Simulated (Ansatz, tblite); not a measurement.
Removing an electron: SrO2⁻. The state is a doublet with charge -1. Geometry: PBE0-D4/def2-TZVPD. Ansatz, gas phase; energy differences of separate SCF runs; the oxidised species is a singlet (the triplet lies 0.89 eV higher at PBE0-D4/def2-TZVPD).

```tsv
atom	x (Å)	y (Å)	z (Å)
Sr1	1.268	0.277	0.376
O2	-0.795	-0.346	0.506
O3	-0.473	0.069	-0.882
```

In the def2 sets Sr takes a core potential; there is no spin–orbit coupling. The xTB rows come from tblite. Correlated methods freeze 2 core orbitals; core or outer-core shells of Sr are correlated, in sets that lack core-valence functions. The structure holds 1 bond(s) between oxygen atoms. Another isomer (doublet) lies 0.30 eV lower at PBE-D4/def2-TZVPD.

| level | −HOMO (eV) | vertical IE (eV) | −LUMO (eV) | HOMO–LUMO gap (eV) | remarks |
| --- | --- | --- | --- | --- | --- |
| GFN1-xTB | – | 4.88 | – | – | – |
| GFN2-xTB | – | 6.18 | – | – | – |
| HF/def2-TZVPPD | – | 0.89 | – | – | – |
| PBE-D4/def2-TZVPD | -1.19 | 0.91 | -1.55 | 0.36 | HOMO above zero (-1 doublet) |
| r2SCAN-D4/def2-TZVPD | -1.11 | 0.90 | -1.41 | 0.31 | HOMO above zero (-1 doublet) |
| PBE0-D4/def2-TZVPD | -0.28 | 0.97 | -2.08 | 1.79 | HOMO above zero (-1 doublet) |
| MP2/def2-TZVPPD | – | 0.90 | – | – | – |
| CCSD/def2-TZVPPD | – | 0.96 | – | – | large T1 (0.026) (singlet) |
| CCSD(T)/def2-TZVPPD | – | 0.94 | – | – | large T1 (0.026) (singlet) |

  A HOMO above zero means that the electron is unbound at that level or that self-interaction error raises the level; the energy of removing that electron tells which. HOMO and LUMO are the levels of the spin that leaves or enters (xTB has no such levels and no spin-polarisation term). Other spin states of the ions may lie lower, which would lower the ionisation energy or raise the affinity. Raw xTB energy differences between charge states are shifted by several eV; the methods need an empirical correction for them.
